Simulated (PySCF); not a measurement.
A PySCF script (with the pyscf-properties extension) for the NMR shieldings of `InChI=1S/C6H13NSi/c1-5(2)6-3-7-8-4-6/h6-7H,1,3-4,8H2,2H3/t6-/m0/s1`, on a PBE0-D3(BJ)/def2-SVP geometry:

```python
import basis_set_exchange as bse
import numpy as np
from pyscf import gto, dft
from pyscf.prop import nmr

atoms = """
C    -1.343611   -0.334073    1.591136
C    -1.441254   -0.141834    0.270555
C    -2.653799   -0.571634   -0.502072
C    -0.351251    0.503458   -0.565330
C     0.633234    1.379033    0.224755
N     1.630323    0.504064    0.814524
Si    1.824537   -0.999597   -0.029784
C     0.483254   -0.579269   -1.294263
H    -2.152525   -0.815920    2.147380
H    -0.451278   -0.038113    2.147572
H    -2.384469   -1.247392   -1.330933
H    -3.151971    0.299499   -0.961165
H    -3.383480   -1.089247    0.135796
H    -0.854028    1.140698   -1.314122
H     0.087288    1.949272    0.996076
H     1.080890    2.122756   -0.466710
H     2.263386    0.918996    1.484045
H     1.570047   -2.210558    0.814216
H     3.171257   -1.197520   -0.662204
H     0.974288   -0.151791   -2.185130
H    -0.127377   -1.427710   -1.634809
"""
names = dict.fromkeys(["C", "N", "Si", "H"], "pcSseg-1")
basis = {el: gto.basis.parse(bse.get_basis(n, elements=[el], fmt="nwchem")) for el, n in names.items()}
mol = gto.M(atom=atoms, basis=basis, charge=0, verbose=0)
mf = dft.RKS(mol, xc="PBE0")
mf.grids.level = 2
mf.grids.alignment = dft.numint.BLKSIZE   # the property module wants whole blocks of grid points
mf.conv_tol = 1e-9
mf.kernel()

calc = nmr.RKS(mf)   # GIAO
C = mf.mo_coeff
Co = C[:, mf.mo_occ > 0]
resp = mf.gen_response(singlet=True, hermi=2)
def vind(x):   # induced exchange potential for any number of trial vectors
    d = np.einsum("pi,xij,qj->xpq", C, 2 * x.reshape(-1, C.shape[1], Co.shape[1]), Co, optimize=True)
    return np.einsum("xpq,pi,qj->xij", resp(d - d.transpose(0, 2, 1)), C, Co, optimize=True).ravel()
mo1, _ = nmr.rhf.solve_mo1(calc, with_cphf=vind)
sigma = calc.kernel(mo1)
for i, s in enumerate(sigma):   # ppm
    print("%2d %-2s %9.2f" % (i, mol.atom_pure_symbol(i), np.trace(s) / 3))
```

Task: What are the results?

Result: 
```
 0 C      65.97
 1 C      26.69
 2 C     158.77
 3 C     139.94
 4 C     131.05
 5 N     244.27
 6 Si    375.92
 7 C     170.10
 8 H      26.08
 9 H      25.59
10 H      29.18
11 H      29.53
12 H      29.55
13 H      29.00
14 H      27.99
15 H      28.05
16 H      31.46
17 H      26.49
18 H      26.42
19 H      30.20
20 H      30.39
```

These numbers come from an equivalent density-fitted implementation of the same equations, which agrees with the script to about 0.01 ppm for H and up to a few tenths of a ppm for heavy atoms, so last digits may differ.

Task: Turn these shieldings into chemical shifts. References, each an isolated molecule treated in the same way: ¹³C (σ = 184.41 ppm), ²⁹Si (σ = 351.99 ppm), ¹H (σ = 31.27 ppm) against TMS; ¹⁵N (σ = 265.67 ppm) vs NH3.

Result: Averaging equivalent atoms: C 1: 157.7; C 0: 118.4; C 4: 53.4; C 3: 44.5; C 2: 25.6; C 7: 14.3; N 5: 21.4; Si 6: -23.9; H 9: 5.68; H 8: 5.19; H 18: 4.84; H 17: 4.77; H 14: 3.28; H 15: 3.21; H 13: 2.27; H 10/11/12: 1.85; H 19: 1.07; H 20: 0.87; H 16: -0.19 ppm. Experimental scales use liquid or dissolved standards, which lie at an offset from isolated NH3 (liquid NH3: subtract about 20 ppm).

Size and cost of the density-fitted run: 208 basis functions, 89 s wall time on 1 thread of an AMD EPYC, shared host; peak memory 0.98 GiB.
